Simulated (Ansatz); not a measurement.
System: SiHBrF, charge 0, doublet. SiHBrF (SMILES Br[SiH]F, doublet).
B3LYP-D3(BJ)/def2-TZVP minimum from Ansatz (an electronic-structure program):
```xyz
4

Si    -0.7278     0.7720     0.6716
F      0.4220     1.6571     1.3536
Br     0.2233    -0.7363    -0.6673
H     -1.4249     0.0483     1.7710
```
Charge 0, spin multiplicity 2.

Atomisation energy term by term, kcal/mol (programs: Ansatz). UHF or UKS for unpaired electrons; spin-orbit terms are left out. Cores are frozen in correlated methods (noble-gas shells, and filled d and f shells in the p block). No relativity. CBS(X,Y): correlation extrapolated as X^-3, Hartree-Fock from the larger set. A bracket is a step between two methods taken in the basis named. For partners of very few electrons the exact lower level stands in for a higher one. Spin-orbit terms, left out, reach several kcal/mol for Br and I, and more for heavier atoms.

```tsv
term	basis	kcal/mol
Hartree-Fock	def2-QZVPP	214.07
CCSD correlation	CBS(def2-TZVPP,def2-QZVPP)	67.82
(T)	CBS(def2-TZVPP,def2-QZVPP)	5.91
CCSDT(Q) - CCSD(T)	def2-SVP	0.45
sum: De		288.3
```
